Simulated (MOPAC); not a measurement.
MOPAC input (PM3):

```
PM3 1SCF GEO-OK AUX(PRECISION=9) THREADS=1
AlClO

Al   -0.00000000 1   -0.00000000 1   -0.58860100 1
O    -0.00000000 1   -0.00000000 1   -2.18527400 1
Cl    0.00000000 1    0.00000000 1    1.47847100 1
```

From the output:

```
                                                       MOPAC v23.2.5 Linux

          FINAL HEAT OF FORMATION =        -70.15665 KCAL/MOL =    -293.53540 KJ/MOL

          COSMO AREA              =         98.08 SQUARE ANGSTROMS
          COSMO VOLUME            =         84.49 CUBIC ANGSTROMS

          IONIZATION POTENTIAL    =         10.934746 EV
          HOMO LUMO ENERGIES (EV) =        -10.935 -2.008
          NO. OF FILLED LEVELS    =          8
          MOLECULAR WEIGHT        =         78.4339         POINT GROUP:  C*v

          MOLECULAR DIMENSIONS (Angstroms)

            Atom       Atom       Distance
           Cl     3    O     2     3.66375
           Cl     3    O     2     0.00000
           Al     1    O     2     0.00000

          SCF CALCULATIONS        =          1

   ATOM   CHEMICAL          X               Y               Z
  NUMBER   SYMBOL      (ANGSTROMS)     (ANGSTROMS)     (ANGSTROMS)

     1      Al         -0.00000000  *  -0.00000000  *  -0.58860100  *
     2       O         -0.00000000  *  -0.00000000  *  -2.18527400  *
     3      Cl          0.00000000  *   0.00000000  *   1.47847100  *

                             CARTESIAN COORDINATES

   1   Al       -0.000000000    -0.000000000    -0.588601000
   2    O       -0.000000000    -0.000000000    -2.185274000
   3   Cl        0.000000000     0.000000000     1.478471000

           Empirical Formula: O Al Cl  =     3 atoms

      MOLECULAR POINT GROUP   :   C*v

                  EIGENVALUES
 -55.63674 -32.51345 -13.46437 -12.62803 -12.62803 -12.29948 -10.93475 -10.93475
  -2.00759  -2.00759  -0.19469   2.57908

              NET ATOMIC CHARGES AND DIPOLE CONTRIBUTIONS

  ATOM NO.   TYPE          CHARGE      No. of ELECS.   s-Pop       p-Pop
    1         Al           0.767231        2.2328     0.50315     1.72962
    2          O          -0.427885        6.4279     1.86087     4.56702
    3         Cl          -0.339346        7.3393     1.96361     5.37574
 DIPOLE           X         Y         Z       TOTAL
 POINT-CHG.     0.000     0.000    -0.088     0.088
 HYBRID         0.000     0.000    -0.018     0.018
 SUM            0.000     0.000    -0.106     0.106

          ATOMIC ORBITAL ELECTRON POPULATIONS

     Atom    s        px        py        pz
    1 Al   0.50315   0.61241   0.61241   0.50480
    2  O   1.86087   1.48319   1.48319   1.60063
    3 Cl   1.96361   1.90439   1.90439   1.56695

 **********************
 *                    *
 * JOB ENDED NORMALLY *
 *                    *
 **********************

 == MOPAC DONE ==
```

The geometry given is a B3LYP-D3(BJ)/def2-TZVP minimum.
